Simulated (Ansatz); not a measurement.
Consider the atomization: `[F][GeH2][GeH3]` → F• + 2 Ge• + 5 H•.

Calculated with Ansatz (gas phase, PBE0-D4/def2-TZVP geometries, no zero-point term in ΔE). CCSD(T)/CBS adds triple-zeta CCSD(T) − MP2 to the extrapolated MP2 energy (def2 sets, frozen cores). This one scheme is used for every species, atoms too. For atomizations the MP2-based limit and the directly extrapolated one differ by several kJ/mol either way, and by 10 to 25 for some Ge, Se and Sn compounds, so smaller differences from it don't rank the levels. Functionals use def2-TZVPP. Open shells (•) are unrestricted, without spin–orbit coupling. Spin–orbit coupling would lower the free atoms: a little for F; clearly for Ge. Bonds to Ge are less sure, by a few kJ/mol each and by 10 to 20 or more in all where they break to atoms, as the def2 sets lack core-valence functions. Scalar relativity is left out up to krypton.

`[F][GeH2][GeH3]`:

```xyz
8

F     0.566    2.257    0.232
Ge    0.144    0.713    0.938
Ge   -0.174   -0.825   -0.909
H     1.320    0.349    1.861
H    -1.129    0.973    1.763
H    -1.313   -0.327   -1.809
H    -0.537   -2.210   -0.352
H     1.122   -0.931   -1.724
```

(1) What is ΔE at CCSD(T)/CBS? (An estimate is asked.)

(2) What do these levels give: revPBE-D4, r2SCAN0-D4, BHLYP-D4, revPBE, r2SCAN, r2SCANh, LC-ωPBE, MP2/def2-SVP, SCS-MP2/def2-TZVPP, CCSD/def2-TZVPP, MP2/def2-QZVPP, MP2/CBS(def2)? (Best estimate.)

Largest T1 diagnostic among the species: 0.012.

Answers

(1) Ansatz gave: +529.3 kcal/mol.

(2) Ansatz gave: revPBE-D4 508.2, r2SCAN0-D4 518.7, BHLYP-D4 511.6, revPBE 499.9, r2SCAN 525.7, r2SCANh 522.4, LC-ωPBE 518.5, MP2/def2-SVP 489.8, SCS-MP2/def2-TZVPP 519.4, CCSD/def2-TZVPP 514.7, MP2/def2-QZVPP 522.2, MP2/CBS(def2) 525.7 kcal/mol.

At CCSD(T), def2-SVP lies −37.3 kcal/mol from the extrapolated value and def2-TZVPP −8.8 kcal/mol: correlation converges slowly with the basis, and small sets miss more of it in the bonded molecule than in its fragments. From PBE to PBE0 (25 % exact exchange), in def2-TZVPP and without D4, ΔE moves by −4.5 kcal/mol: exact exchange takes away binding that semilocal exchange gives to molecules. Leaving LDA and LC-ωPBE aside and taking each functional with its dispersion term where it has one, the values, not all of them listed here, spread over 25.5 kcal/mol, from revPBE-D4 to B97M-V. LDA lies +77.2 kcal/mol from PBE without D4, its usual overbinding.
